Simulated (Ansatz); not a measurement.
Species: C$_{4}$H$_{5}$BO$_{2}$, SMILES `Bc1ccc(O)o1` (charge 0, multiplicity 1).

Problem. Give a relaxed geometry from Ansatz (a first-principles code) with PBE-D3(BJ)/def2-SVP.

Solution. One answer among several that fit: the end point of this relaxation, one of several conformers (outside a Z-matrix the atoms follow the SMILES, hydrogens last).
Z-matrix (Å, degrees):
```
C
C 1 1.4024
H 2 1.0968 1 123.82
C 2 1.4130 3 126.76 1 -180.00
H 4 1.0938 2 129.51 3 -0.01
C 4 1.3940 5 126.10 2 179.99
O 6 1.3317 4 129.55 5 0.01
H 7 0.9789 6 108.00 4 -180.00
O 6 1.3331 7 118.13 8 0.00
B 1 1.5028 2 133.43 3 0.00
H 10 1.2157 1 121.28 2 179.96
H 10 1.2166 11 120.83 1 179.99
```
